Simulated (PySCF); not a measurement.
C8H6, SMILES C1=CC2=CC=CC2=C1.

Coordinates come from a ωB97X-D3(BJ)/def2-SVP optimisation.

Two levels are set side by side: PBE/def2-TZVP (PySCF) and r2SCAN/def2-TZVP (PySCF). Same geometry, gas phase. Differences are taken from unrounded values.

| quantity | r2SCAN |
|---|---|
| orbital gap (eV) | 1.41 |
| highest occupied level (eV) | -4.88 |
| lowest empty level (eV) | -3.46 |

Question: What does PBE give, and how far is it from r2SCAN? (The exact figures need the calculation; the answer reports its results.)

Answer: 
```json
[
 {"quantity": "orbital gap (eV)", "PBE": "1.26", "PBE minus r2SCAN": "-0.15"},
 {"quantity": "highest occupied level (eV)", "PBE": "-4.78", "PBE minus r2SCAN": "0.10"},
 {"quantity": "lowest empty level (eV)", "PBE": "-3.52", "PBE minus r2SCAN": "-0.05"}
]
```

Rough cost on one machine, each run with all the roots and properties that it gave: r2SCAN against PBE about 2 times.
